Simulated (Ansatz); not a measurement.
`CC(=O)SCCCCc1ccc2ccc3cccc4ccc1c2c34`. Total charge 0; triplet. Geometry PBE-D4/def2-SVP, that of the neutral singlet; atoms count from 1.

Cartesian coordinates in Å:
```
C 0.265 -7.497 -1.011
C -0.020 -6.024 -1.210
O -0.610 -5.328 -0.403
S 0.602 -5.400 -2.782
C 0.092 -3.655 -2.608
C 1.104 -2.804 -1.838
C 0.683 -1.337 -1.685
C -0.607 -1.130 -0.863
C -0.912 0.327 -0.612
C -1.821 0.998 -1.450
C -2.103 2.359 -1.302
C -1.474 3.119 -0.293
C -1.737 4.521 -0.113
C -1.114 5.242 0.875
C -0.174 4.620 1.769
C 0.480 5.341 2.792
C 1.392 4.709 3.648
C 1.672 3.344 3.503
C 1.043 2.581 2.494
C 1.302 1.179 2.316
C 0.680 0.455 1.328
C -0.260 1.063 0.421
C -0.541 2.465 0.581
C 0.107 3.219 1.611
H -0.699 -8.034 -0.900
H 0.824 -7.629 -0.063
H 0.840 -7.939 -1.846
H -0.064 -3.277 -3.639
H -0.887 -3.682 -2.088
H 2.089 -2.856 -2.350
H 1.247 -3.255 -0.832
H 0.552 -0.869 -2.686
H 1.511 -0.777 -1.201
H -1.467 -1.584 -1.398
H -0.521 -1.690 0.093
H -2.326 0.426 -2.245
H -2.823 2.852 -1.974
H -2.455 5.008 -0.791
H -1.325 6.315 1.002
H 0.263 6.414 2.909
H 1.891 5.288 4.439
H 2.389 2.849 4.177
H 2.014 0.688 2.998
H 0.900 -0.617 1.230
```

Single mean-field runs in def2-TZVP are fitted with def2-universal-jkfit. At PBE0-D4/def2-TZVP a singlet of charge 0 lies 2.26 eV below the triplet at the same geometry.

Problem. Estimate the Mulliken populations of the heavy atoms from the PBE0/def2-TZVP orbitals of Ansatz.

Solution. 
```tsv
atom	charge (e)	spin (α − β)
C1	-0.37	0.00
C2	0.22	0.00
O3	-0.33	0.00
S4	-0.10	0.00
C5	-0.19	0.00
C6	-0.20	0.00
C7	-0.23	0.02
C8	-0.34	-0.04
C9	0.26	0.45
C10	-0.22	-0.20
C11	-0.21	0.45
C12	0.11	0.02
C13	-0.20	0.17
C14	-0.22	0.19
C15	0.15	-0.01
C16	-0.20	0.46
C17	-0.11	-0.20
C18	-0.21	0.46
C19	0.14	-0.01
C20	-0.25	0.20
C21	-0.27	0.18
C22	0.08	0.02
C23	0.10	-0.05
C24	0.07	-0.04
```
Mulliken values depend strongly on the basis.

Problem. Where does the spin sit?

Solution. Summed by element: C 2.09, O 0.00, S 0.00, H -0.09, of 2 unpaired in all. Largest on single atoms: C18 0.46, C16 0.46, C9 0.45.

Problem. And the Mayer bond orders between heavy atoms (over 0.3)?

Solution. C1–C2 0.98 (1.51 Å); C2–O3 1.94 (1.22 Å); C2–S4 1.20 (1.80 Å); S4–C5 0.98 (1.83 Å); C5–C6 0.99 (1.53 Å); C6–C7 0.98 (1.53 Å); C7–C8 0.99 (1.54 Å); C8–C9 0.90 (1.51 Å); C9–C10 1.32 (1.41 Å); C9–C22 1.16 (1.43 Å); C10–C11 1.42 (1.40 Å); C11–C12 1.12 (1.41 Å); C12–C13 1.31 (1.44 Å); C12–C23 1.25 (1.44 Å); C13–C14 1.34 (1.37 Å); C14–C15 1.30 (1.44 Å); C15–C16 1.15 (1.41 Å); C15–C24 1.25 (1.44 Å); C16–C17 1.40 (1.40 Å); C17–C18 1.40 (1.40 Å); C18–C19 1.15 (1.41 Å); C19–C20 1.30 (1.44 Å); C19–C24 1.24 (1.44 Å); C20–C21 1.38 (1.37 Å); C21–C22 1.29 (1.44 Å); C22–C23 1.25 (1.44 Å); C23–C24 1.16 (1.43 Å).
